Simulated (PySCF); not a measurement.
Gas-phase reaction: 2 InH₃ + 3 C₂H₄ = 2 InCH₃ + 2 C₂H₆

Method: PySCF energies plus ideal-gas RRHO corrections (1 bar). † marks an energy on the PBE0/def2-TZVP geometry and frequencies. MP2 freezes the core. All species are closed-shell singlets. B3LYP is the form with VWN-RPA correlation. In: scalar-relativistic def2 core potential, no spin-orbit coupling. InH₃, InCH₃: computed as isolated molecules; such fragments, hydroxides, amides, oligomers or adducts are transient or little studied in the gas. MP2 isn't extrapolated to the basis-set limit; its ΔH°(298 K) is -417.4 kJ in def2-SVP and -453.5 kJ in def2-TZVPP. The harmonic model lacks anharmonicity and excited electronic states, which grow with temperature; levels with a mode under 35 cm⁻¹ are left out. Internal rotation in C₂H₆ is treated as a harmonic vibration of one conformer, which makes the entropy rough.

```
level               ΔE electronic, kJ  ΔH°(298 K), kJ  ΔS°(298 K), J/K  ΔG°(1000 K), kJ
------------------  -----------------  --------------  ---------------  ---------------
B3LYP/def2-TZVP†                 -480            -409             -141             -260
M06-2X/def2-TZVP†                -507            -436             -141             -287
MP2/def2-TZVPP†                  -524            -454             -141             -305
PBE0/def2-SVP†                   -523            -453             -141             -304
LDA/def2-TZVP†                   -517            -446             -141             -297
ωB97X-V/def2-TZVP†               -467            -396             -141             -248
```
ΔH° is lowest at MP2/def2-TZVPP† and highest at ωB97X-V/def2-TZVP†. No reference value is set beside these.
